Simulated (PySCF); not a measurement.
# CaS⁺: frontier orbitals

PBE at R = 2.466 Å; basis Ca def2-SVPD, S def2-SVPD; no relativity; PySCF 2.14. State: ²Π (doublet), unpaired electrons π ↑. Only the outer orbitals are listed, counted within each symmetry.

| spin | orbital | occ. | ε (eV) | on Ca (%) | main shells (%) |
| --- | --- | --- | --- | --- | --- |
| α | 7σ | 1 | -52.19 | 100 | 100 Ca s |
| α | 3π | 1 | -33.78 | 100 | 100 Ca p |
| α | 3π | 1 | -33.66 | 100 | 100 Ca p |
| α | 8σ | 1 | -33.51 | 99 | 99 Ca p |
| α | 9σ | 1 | -20.81 | 3 | 96 S s |
| α | 4π | 1 | -11.63 | 5 | 94 S p |
| α | 10σ | 1 | -11.18 | 14 | 83 S p, 8 Ca d |
| α | 4π | 1 | -10.52 | 9 | 90 S p, 8 Ca d |
| α | 11σ | 0 | -7.88 | 102 | 82 Ca s, 16 Ca d |
| α | 1δ | 0 | -7.05 | 100 | 100 Ca d |
| α | 1δ | 0 | -7.05 | 100 | 99 Ca d |
| β | 7σ | 1 | -52.19 | 100 | 100 Ca s |
| β | 3π | 1 | -33.75 | 100 | 100 Ca p |
| β | 3π | 1 | -33.67 | 100 | 100 Ca p |
| β | 8σ | 1 | -33.50 | 99 | 99 Ca p |
| β | 9σ | 1 | -19.84 | 4 | 96 S s |
| β | 10σ | 1 | -10.84 | 17 | 80 S p, 9 Ca d |
| β | 4π | 1 | -10.17 | 12 | 87 S p, 10 Ca d |
| β | 4π | 0 | -9.90 | 14 | 85 S p, 12 Ca d |
| β | 11σ | 0 | -7.87 | 103 | 82 Ca s, 16 Ca d |
| β | 1δ | 0 | -7.04 | 100 | 100 Ca d |

Task: Which are the highest filled and the lowest empty level, where do they sit, and how wide is the gap?

Result: Highest filled β 4π at -10.17 eV (in %: 87 S p, 10 Ca d); lowest empty β 4π at -9.90 eV (in %: 85 S p, 12 Ca d); the gap at PBE is 0.27 eV. Both belong to one degenerate shell, split only by its one-sided filling, so this is no excitation gap.

```
bond order (Mayer)                                                                                                : 1.09
⟨S²⟩                                                                                                              : 0.754
charge on Ca (Mulliken, basis-dependent)                                                                          : 1.38
charge on Ca (Löwdin, basis-dependent)                                                                            : 1.19
dipole moment (positive dipole points towards S; it is taken about the centre of mass and depends on that origin) : -9.32 D
polarisability along the bond                                                                                     : 65.2 bohr³
polarisability across the bond                                                                                    : 31.0 bohr³
```

Shares are Mulliken populations and can fall outside 0 to 100 %.

The state was picked by a PBE0 search and need not be the measured ground state.
